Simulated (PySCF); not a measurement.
# Dipole response of Au+ (gold, charge +1)

[Xe] 4f14 5d10, closed-shell 1S. All numbers are calculated (PySCF 2.14, scalar relativity through the core potential, in def2-TZVPPD with the def2 core potential (60 electrons) (6s5p3d2f1g, 59 functions)). Coupled (time-dependent) response in atomic units; α is the mean over directions.

```csv
method,mean α (bohr³),C₆ (like pair),S(−4)
UHF,10.47,69.39,36.33
PBE,11.97,79.11,56.18
PBE0,11.43,76.00,47.74
MN15,11.56,76.40,48.98
TPSS,11.94,79.49,54.66
```

S(−4) is the Cauchy moment in α(ω) = α(0) + S(−4) ω² + …

α(iu) at PBE0:

```
u (hartree)  α(iu) (bohr³)
          0          11.43
     0.0500          11.32
      0.100          10.99
      0.200          9.950
      0.300          8.807
      0.500          7.007
      0.750          5.594
       1.00          4.644
       1.50          3.336
       2.00          2.461
       3.00          1.441
       5.00         0.6356
```

A single London oscillator, α(iu) = α/(1 + u²/ω²), gives C₆ = (3/4) ω α². Matching the computed C₆ needs ω = 4 × 76.00 / (3 × 11.43²) = 0.776 hartree.

For an ion, C₆ is the dispersion term alone; charge-induced terms of lower order in 1/R come first.

Energies and moments cover only the electrons outside the core potential. Spin-orbit coupling, which splits the p, d and f shells strongly at this Z, is absent.
